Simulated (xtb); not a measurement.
C₄H₆BrF, SMILES C(/C=C/F)CBr. All values are semi-empirical tight-binding results from xtb (GFN2-xTB unless named), good for trends rather than for accurate numbers. Coordinates come from a GFN2-xTB optimisation. The structure was generated by enumeration; whether it is a known compound was not checked. One conformer was computed; it need not be the lowest.

Optimised geometry:

```xyz
12

F      0.3985    -4.0790     0.0000
C      0.3853    -2.7348     0.0000
C     -0.7526    -2.0684     0.0000
C     -0.9057    -0.5812     0.0000
C      0.4100     0.1754     0.0000
Br     0.0821     2.1022     0.0000
H      1.3866    -2.3321     0.0000
H     -1.6777    -2.6278     0.0000
H     -1.4925    -0.2931     0.8786
H     -1.4925    -0.2931    -0.8786
H      0.9977    -0.0324     0.8927
H      0.9977    -0.0324    -0.8927
```
Charge 0, spin multiplicity 1.

point group as xtb finds it: Cs
orbital gap: 4.90 eV
zero-point energy: 56.0 kcal/mol
G − E(el) at 298.15 K (modified RRHO): 35.3 kcal/mol
static polarisability (D4 model): 70.2 bohr³
solvation energy, GFN2-xTB/ALPB(water): -3.0 kcal/mol
solvation energy, GFN2-xTB/ALPB(ether): -7.1 kcal/mol

Computed atomic charges and the Wiberg bond orders between heavy atoms:
charges (e) F1 -0.22, C2 0.11, C3 -0.06, C4 -0.06, C5 0.02, Br6 -0.18, H7 0.05, H8 0.07, H9 0.07, H10 0.07, H11 0.06, H12 0.06. Bond orders F1–C2 0.97, C2–C3 1.89, C3–C4 1.02, C4–C5 1.02, C5–Br6 0.97.
